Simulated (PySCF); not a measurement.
F₄V, charge +1, multiplicity 1. Atoms are numbered in the order given.

```xyz
5

V      0.0000     0.0000     0.0000
F     -0.9486     0.9486    -0.9486
F      0.9486     0.9486     0.9486
F      0.9486    -0.9486    -0.9486
F     -0.9486    -0.9486     0.9486
```
Charge +1, spin multiplicity 1.

Geometry: B3LYP-D3(BJ)/def2-SVP. The multiplicity is an assumed one; other spin states were not compared. The isomer is the one that the SMILES or the coordinates give; other isomers of the formula were not compared.

Computed with B3LYP-D3(BJ)/def2-SVP in PySCF.

Frequencies are harmonic and unscaled.

Modes within 1.5 cm⁻¹ of each other (mostly degenerate sets) share a row, with their intensities summed.

| mode | ν (cm⁻¹) | IR (km/mol) | moving atoms (share of kinetic energy) |
|---|---|---|---|
| 1–2 | 233 | 0.0 | F 100 % |
| 3–5 | 254 | 41.4 | F 76 %, V 24 % |
| 6 | 824 | 0.0 | F 100 % |
| 7–9 | 951 | 464.7 | F 64 %, V 36 % |
